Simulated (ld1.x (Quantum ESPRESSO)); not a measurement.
**Before and after: TM semilocal potential for beryllium**

| Property | Result |
| --- | --- |
| Element | Be |
| Generator | ld1.x (Quantum ESPRESSO) 7.5 |
| Type | norm-conserving Troullier–Martins (semilocal form) |
| Functional | LDA (PZ) |
| Relativity | scalar-relativistic |
| Frozen core | [He] |
| Valence charge | 2 |
| Reference configuration | 2s2 2p0 |
| Partial waves | 2s (bound): rc 1.75 bohr; 2p (bound, empty): rc 4.20 bohr |
| Local potential | the p channel |
| Core correction | none |

Change: wave 2s (bound): rc 1.75 bohr becomes 2s (bound): rc 1.38 bohr.

Cutoffs: the cutoffs (Ry, on a coarse ladder) from which the occupation-weighted sum of valence levels, in a spherical-Bessel basis at the reference potential, stays within 10 and 1 mRy of its value at 400 Ry; they do not see the model core or the augmentation charge, which bear on the density cutoff. Errors are all-electron minus pseudo energies relative to the spin-unpolarised reference configuration.

How do hardness, ghosts and transferability respond?

The potential gets harder (10 Ry and 30 Ry → 10 Ry and 40 Ry); the errors of the 7 common tests hardly move; neither file shows a bound ghost. A smaller radius makes the pseudo-wave follow the all-electron one further in, where it bends more sharply, so more plane waves are needed. A semilocal file is local in each channel, so a ghost entry of none says nothing of the separable form that plane-wave codes build from it.

```tsv
quantity	base	changed
cutoff, loose	10 Ry	10 Ry
cutoff, tight	30 Ry	40 Ry
bound ghosts	none	none
error for 2s1 2p0, meV [ΔE 9.52 eV]	+19	+19
error for 2s1.5 2p0, meV [ΔE 3.75 eV]	+2.9	+2.9
error for 2s1 2p1, meV [ΔE 3.52 eV]	-17	-17
error for 2s0 2p1, meV [ΔE 13.33 eV]	-164	-164
error for 2s0 2p2, meV [ΔE 7.07 eV]	-66	-65
error for 2s1 2p0 (spin-polarised), meV [ΔE 9.04 eV]	+72	+72
error for 2s1.5 2p0 (spin-polarised), meV [ΔE 3.67 eV]	+8.8	+8.8
s: phases at 4.57 bohr within 0.05 rad from the reference energy up to (Ry; the scan ends near 5)	2.4	2.3
p: phases at 4.57 bohr within 0.05 rad from the reference energy up to (Ry; the scan ends near 5)	0.3	0.3
```
